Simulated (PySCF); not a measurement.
C4H4O, SMILES c1ccoc1. Geometry optimised at PBE-D3(BJ)/def2-SVP.

**Question.** Give the equilibrium geometry at PBE-D3(BJ)/def2-SVP (PySCF confirms it by a frequency run) as Cartesian coordinates in Å, and its point group. (The exact figures need the calculation; the answer reports its results.)

**Answer.** point group C2v.
```xyz
9

C      0.0000     0.7187    -0.9674
C      0.0000    -0.7187    -0.9674
C      0.0000    -1.0975     0.3541
O      0.0000     0.0000     1.1634
C      0.0000     1.0975     0.3541
H      0.0000     1.3842    -1.8375
H      0.0000    -1.3842    -1.8375
H      0.0000    -2.0666     0.8632
H      0.0000     2.0666     0.8632
```
Charge 0, spin multiplicity 1.
